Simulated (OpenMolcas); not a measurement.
**Ga: effect of the active space**

```json
{
 "Program": "OpenMolcas 26.06",
 "Method": "CASSCF or its RAS form",
 "Basis": "ANO-RCC-VTZP",
 "Scalar Hamiltonian": "DKH2, point nucleus",
 "Spin-orbit coupling": "RASSI with atomic mean-field integrals over the reference wave functions, term energies averaged over their components"
}
```

A. 3 electrons in 4 orbitals (4s 4p); 2S+1 = 4 odd, 1 root (0 in the spin-orbit step); 2S+1 = 2 odd, 3 roots; 2S+1 = 4 even, 3 roots; 2S+1 = 2 even, 5 roots (0 in the spin-orbit step); cost about 6 core-seconds
B. 3 electrons in 8 orbitals (4s 4p 5s 5p); 2S+1 = 4 odd, 1 root (0 in the spin-orbit step); 2S+1 = 2 odd, 3 roots; 2S+1 = 4 even, 3 roots; 2S+1 = 2 even, 5 roots (0 in the spin-orbit step); cost of the order of 9 core-seconds
C. 3 electrons in 9 orbitals (RAS2 4s 4p; RAS3 4d, at most 2 electrons); 2S+1 = 4 odd, 1 root (0 in the spin-orbit step); 2S+1 = 2 odd, 3 roots; 2S+1 = 4 even, 3 roots; 2S+1 = 2 even, 5 roots; cost of the order of 10 core-seconds

Energies in cm⁻¹ above 4s² 4p ²P°_1/2, the measured ground level; measured values from NIST Handbook of Basic Atomic Spectroscopic Data.

| Level | A | B | C | Measured |
| --- | --- | --- | --- | --- |
| 4s² 4p ²P°_1/2 | 0.0 | 0.0 | 0.0 | 0.0 |
| 4s² 4p ²P°_3/2 | 803 | 673 | 826 | 826 |
| 4s 4p² ⁴P_1/2 | 30054 | 32195 | 32522 |  |
| 4s 4p² ⁴P_3/2 | 30344 | 32486 | 32810 |  |
| 4s 4p² ⁴P_5/2 | 30828 | 32972 | 33284 |  |

Among A to C the level of the table that moves most is 4s 4p² ⁴P_1/2, by 2500 cm-1 (lowest in A, highest in C).

Some high roots are left out of the spin-orbit mixing, which shifts the levels that they would mix with. Without dynamic correlation excited terms often stand tens of per cent too high (terms of higher spin than the ground term too low), and those without a measured partner can miss by more than the paired ones. Terms of s pⁿ other than that of highest spin mix with s² pⁿ⁻² d, which this space lacks; all of them can be thousands of cm-1 off, and some have no real level of that name (holds for A; B). Active for correlation alone: 5p 5s; no level in the range computed is led by a configuration that fills them, so any true level of that kind is missing (holds for B). Active for correlation alone: 4d; no level in the range computed is led by a configuration that fills it, so any true level of that kind is missing (holds for C). Levels of configurations outside the active space are missing. The table leaves out levels that lie high or whose names do not pair safely across all columns.

° marks odd parity.
